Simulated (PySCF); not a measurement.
A calculated (UHF, PySCF 2.14, dyall-acv3z, no relativity, point nucleus) atom or ion has these occupied shells.

```csv
shell,electrons,orbital energy (eV),"rms radius, mean of both spins (bohr)"
1s,2,-3630.4,0.0944
2s,2,-391.04,0.420
2p,6,-310.20,0.388
3s,2,-44.330,1.37
3p,6,-22.713,1.56
4s,2,-0.280,8.40
```

Problem. Name the element and its charge.

Solution. K⁻ (potassium, charge -1), in [Ar] 4s2, closed-shell 1S.
